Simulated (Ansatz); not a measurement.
`O[SiH]1BN1`, charge 0, multiplicity 1.

Give a relaxed structure at PBE0-D4/def2-TZVP (Ansatz 0.2.0). (Estimate.)

Ansatz gave: 
Z-matrix (Å, degrees):
```
Si
B 1 1.907
N 1 1.741 2 44.6
O 1 1.644 2 124.0 3 -97.1
H 1 1.485 2 128.1 3 86.6
H 2 1.188 1 163.8 3 175.3
H 3 1.011 1 150.7 2 -177.2
H 4 0.958 1 116.9 2 165.4
```
